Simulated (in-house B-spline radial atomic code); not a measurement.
A fraction x of an electron is removed from 3d in the technetium ion Tc²⁺, starting from [Kr] 4d5 and keeping the highest spin. Method: non-relativistic wB97X, spin-polarised, spherical fractional occupations, point nucleus. Calculated with an all-electron radial atomic-structure program (B-spline basis).

Caution: exact exchange at fractional occupations of open shells leaves self-interaction of up to several eV.

```tsv
x	E(x) - E(0) (eV)	3d down level (eV)
0	0.0000	-277.470
0.03	8.3379	-278.389
0.14	39.1470	-281.782
0.26	?	?
0.47	133.8391	-292.157
0.5	142.6181	-293.114
0.55	157.3138	-294.715
0.66	189.9270	-298.258
0.8	232.0012	-302.810
0.92	?	?
1	293.2202	-309.396
```

What belongs in the row x = 0.26?

An energy change of 73.1848 eV; 3d down at -285.522 eV.

What belongs in the row x = 0.92?

An energy change of 268.5745 eV; 3d down at -306.750 eV.

Check Janak's theorem between x = 0.03 and 0.14.

The slope of the energy is 280.08 eV; the orbital levels give 280.09 eV (-ε of the emptying orbital, averaged over the two points).
